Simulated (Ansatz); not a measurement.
Consider the cleavage of the Sn–Si bond: `[SiH3][SnH3]` + HI → `[SnH3][I]` + SiH₄.

Computed with Ansatz on PBE0-D4/def2-TZVP structures; ΔE is electronic, products minus reactants. CCSD(T)/CBS is the MP2 limit (def2-TZVPP, def2-QZVPP) plus CCSD(T) − MP2 in def2-TZVPP, frozen cores. This one scheme is used for every species. Functionals use def2-TZVPP. Elements past krypton have def2 core potentials. For I, Sn outer-core shells are correlated without core-valence functions, which leaves a few kJ/mol of doubt a bond.

```
             level  ΔE (kJ/mol)  difference from CCSD(T)/CBS
            PBE-D4        -74.0                         14.9
           BLYP-D4        -80.9                          8.0
            B97M-V        -79.7                          9.2
           PBE0-D4        -79.4                          9.5
           ωB97M-V        -85.3                          3.6
            B2PLYP        -87.5                          1.4
              PBE0        -80.1                          8.8
         CAM-B3LYP        -85.2                          3.7
      MP2/def2-SVP        -93.8                         -4.9
    MP2/def2-TZVPP        -88.0                          0.9
CCSD(T)/def2-TZVPP        -78.8                         10.1
     HF/def2-QZVPP       -108.6                        -19.7
    MP2/def2-QZVPP        -94.3                         -5.4
SCS-MP2/def2-QZVPP        -95.4                         -6.5
     MP2/CBS(def2)        -98.1                         -9.2
    CCSD/CBS(def2)        -90.5                         -1.6
       CCSD(T)/CBS        -88.9                            0
```

Largest T1 diagnostic among the species: 0.013.

At CCSD(T), def2-SVP lies +3.8 kJ/mol from the extrapolated value and def2-TZVPP +10.0 kJ/mol. In def2-TZVPP, CCSD(T) changes the Hartree–Fock value by +28.3 kJ/mol (the triples alone add +1.7 kJ/mol) and MP2 by +19.1 kJ/mol. From PBE to PBE0 (25 % exact exchange), in def2-TZVPP and without D4, ΔE moves by −5.4 kJ/mol.
